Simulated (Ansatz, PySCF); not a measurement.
Donor–acceptor adduct: GaH3 (SMILES [GaH3]) (first 4 atoms) with NH3 (SMILES N); geometry from B3LYP-D3(BJ)/def2-TZVP, rigid monomers moved along the line of their centres of mass till Ga1···N5 is 3.92 Å.
(charge 0, multiplicity 1):
```xyz
8

Ga     0.470    -0.368     0.771
H      0.087    -1.901     0.839
H     -0.281     0.541    -0.283
H      1.929     0.056     1.214
N     -1.446     0.820     3.983
H     -2.439     0.634     3.896
H     -1.102     0.334     4.804
H     -1.320     1.816     4.126
```

Interaction energies are E(AB) − E(A) − E(B) at the monomers' geometry in the complex; basis-set methods are counterpoise corrected.

Correlated levels freeze the cores. Filled d and f shells under p-block atoms count as core. CBS: X⁻³ extrapolation of the correlation energy, Hartree–Fock from the larger set.

Run with Ansatz (Gaussian basis) for Hartree–Fock, density functionals and correlated methods; PySCF for the dispersion terms. Each number belongs to the level named beside it.

PBE/def2-TZVPPD gives -16.5 kJ/mol for the interaction energy.

### Question
Predict the shift from PBE, with its sign, for: PBE-D3(BJ)/def2-TZVPPD, r2SCAN/def2-TZVPPD, PBE0/def2-TZVPPD, wB97M-V/def2-TZVPPD, MP2/CBS(aug-cc-pVDZ, aug-cc-pVTZ), CCSD(T)/CBS(aug-cc-pVDZ, aug-cc-pVTZ).

### Answer
PBE-D3(BJ)/def2-TZVPPD -1.5; r2SCAN/def2-TZVPPD -0.5; PBE0/def2-TZVPPD 0.3; wB97M-V/def2-TZVPPD -0.8; MP2/CBS(aug-cc-pVDZ, aug-cc-pVTZ) -1.5; CCSD(T)/CBS(aug-cc-pVDZ, aug-cc-pVTZ) -1.2 kJ/mol. 1 of 6 lie above PBE; the widest gap is to PBE-D3(BJ)/def2-TZVPPD.

Ansatz is a program for electronic structure.
